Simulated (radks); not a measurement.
Results of a calculation; reference values are marked as such.
Neutral vanadium inside a hard spherical wall (all orbitals vanish at R), configuration held at [Ar] 3d3 4s2 and not refilled when levels cross. Level of theory: scalar-relativistic Kohn-Sham, r2SCAN, spin-unpolarised, spherical densities, finite nucleus; meta-GGA in the generalised Kohn-Sham scheme; Fermi nuclear charge, rms radius 3.6002 fm (a radial shooting solver on a logarithmic mesh with Libxc functionals). Eigenvalues in eV, with the zero of energy where the potential of the charges vanishes at infinity; a dash marks a level that is unbound or too diffuse for the functional's potential to be trusted. A positive occupied level is held by the wall or, in an anion where self-interaction has pushed it up, behind a barrier. The pressure on the wall is -dE/dV.

| R (bohr) | E (hartree) | kinetic (hartree) | e(3s) | e(3p) | e(3d) | e(4s) | e(4p, empty) | e(5s, empty) | pressure (GPa) |
|---|---|---|---|---|---|---|---|---|---|
| free | -949.17250 | 957.984 | -72.861 | -45.523 | -5.048 | -4.879 | -1.250 | - | 0 |
| 15 | -949.17250 | 957.984 | -72.861 | -45.523 | -5.048 | -4.878 | -1.249 | 1.933 | < 0.0001 |
| 10 | -949.17193 | 957.990 | -72.815 | -45.477 | -5.005 | -4.842 | -1.155 | 3.444 | 0.0154 |
| 8 | -949.16693 | 958.028 | -72.568 | -45.230 | -4.773 | -4.636 | -0.752 | 6.040 | 0.229 |
| 6 | -949.12131 | 958.268 | -71.345 | -44.016 | -3.648 | -3.444 | 1.173 | 14.516 | 3.66 |
| 3.5 | -948.23236 | 961.328 | -62.698 | -35.601 | 4.667 | 10.688 | 19.684 | 73.069 | 236 |
| 2.5 | -945.07691 | 971.220 | -48.596 | -21.548 | 20.722 | 50.025 | 64.534 | 188.75 | 2620 |
| 2 | -938.78805 | 990.073 | -29.667 | -1.523 | 43.908 | 115.37 | 133.00 | 347.36 | 12500 |
| 1.5 | -916.84094 | 1048.249 | 23.030 | 54.656 | 103.32 | 301.09 | 316.19 | 743.00 | 85300 |
